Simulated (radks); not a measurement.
Results of a calculation; reference values are marked as such.
Spherical quantum dot in the effective-mass picture: electrons in a parabolic well V = omega^2 r^2 / 2 with omega = 0.792, all in effective atomic units (hartree* = m*/eps^2 hartree, bohr* = eps/m* bohr), one dielectric constant everywhere. Level of theory: non-relativistic Kohn-Sham, r2SCAN, spin-polarised, spherical densities, generalised Kohn-Sham scheme (a radial shooting solver with Libxc functionals). Levels are named by radial order and angular momentum (1s, 1p, 1d, 2s, ...), and open shells are averaged over m.

N = 21, configuration 1s2 1p6 1d10 2s2 1f(up 1, down 0). This is the lowest configuration that the search found. Occupied and some empty levels:

level    occupation  eigenvalue (hartree*)  <r> (bohr*)
1s up             1                 9.1141        2.025
1s down           1                 9.1180        2.008
1p up             3                 9.4452        2.470
1p down           3                 9.4555        2.457
1d up             5                 9.8398        2.777
1d down           5                 9.8555        2.770
2s up             1                 9.9681        2.341
2s down           1                 9.9798        2.351
1f up             1                 10.289        3.019
1f down           0                 10.309        3.015
2p up             0                 10.477        2.639
2p down           0                 10.488        2.643
1g up             0                 10.787        3.226
1g down           0                 10.810        3.222
2d up             0                 11.013        2.915
2d down           0                 11.027        2.909

Energy (hartree*): total 130.178, kinetic 13.859, external 48.193, Hartree 76.404, exchange-correlation -8.2781.

Electron density:

r (bohr*)  n(r) (e/bohr*^3)
0.380                0.1908
0.788                0.1628
1.20                 0.1407
1.60                 0.1368
2.01                 0.1419
2.42                 0.1351
2.83                 0.1051
3.23                0.06250
3.64                0.02750
4.05               0.008751
4.46               0.002010
4.87              0.0003331
5.27             0.00004000
